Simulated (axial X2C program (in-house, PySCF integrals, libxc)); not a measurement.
**CaI: cheaper levels and CCSD(T), 2c**

Calculated with an axial X2C code built on PySCF integrals. Two-component (2c) means X2C with spin–orbit coupling and atomic mean-field two-electron Coulomb and Gaunt terms. Basis: I dyall-cv3z [11s12p8d4f1g], Ca dyall-cv3z [11s12p6d4f] (cores contracted in-house); Gaussian nuclei, density fitting, unrestricted open shells. Masses: I 126.904 u, Ca 39.963 u.

State: Ω = 1/2 (⟨Sz⟩ = 0.50, ⟨Lz⟩ = 0.00 at HF); fragments I + Ca.

```csv
level,Re (Å),ωe (cm⁻¹),De (eV)
PBE0,2.825,238.0,3.00
HF,2.915,227.3,2.46
MP2,2.903,229.3,2.92
CCSD,2.902,229.2,2.60
BP86,2.822,233.9,2.96
```

Correlated methods: 9 electrons correlated (number of frozen shells: I 4 s, 3 p, 2 d; Ca 3 s, 2 p), 299 virtual spin orbitals or spinors in MP2, 90 natural virtuals in coupled cluster.

CCSD(T), same Hamiltonian and basis:

Re = 2.902 Å, ωe = 229.0 cm⁻¹, De = 2.67 eV; T1 = 0.009 (Lee–Taylor normalisation).

Problem. Give the differences from CCSD(T) in the columns below.

Solution. 

```json
{"level": "PBE0", "ΔRe (Å)": "-0.077", "Δωe (cm⁻¹)": "9.0", "ΔDe (eV)": "0.33"}
{"level": "HF", "ΔRe (Å)": "0.013", "Δωe (cm⁻¹)": "-1.7", "ΔDe (eV)": "-0.21"}
{"level": "MP2", "ΔRe (Å)": "0.001", "Δωe (cm⁻¹)": "0.3", "ΔDe (eV)": "0.25"}
{"level": "CCSD", "ΔRe (Å)": "0.000", "Δωe (cm⁻¹)": "0.2", "ΔDe (eV)": "-0.07"}
{"level": "BP86", "ΔRe (Å)": "-0.080", "Δωe (cm⁻¹)": "4.9", "ΔDe (eV)": "0.29"}
```

The state is a single determinant with fixed occupations, the lowest that a limited PBE0 search found. De is counted from the lowest determinant-based energies of the atoms at the same level, without counterpoise correction. Density functionals use the spin component along the axis (collinear). Coupled cluster ran in a truncated set of natural virtual spinors; the MP2 energy of the rest was added. (T) has no such correction and the atoms are truncated less, which lowers De at CCSD(T) by a hundredth of an eV or more. The functionals have no current-density term, which raises determinants with orbital currents, atoms included. The outer-core s and p shells of the metal are frozen in the correlated rows, which leaves out core–valence correlation; for alkali and alkaline-earth bonds that tends to lengthen them. With the outer-core shells frozen, correlated bond lengths of heavy atoms tend to come out a few hundredths of an ångström too long.
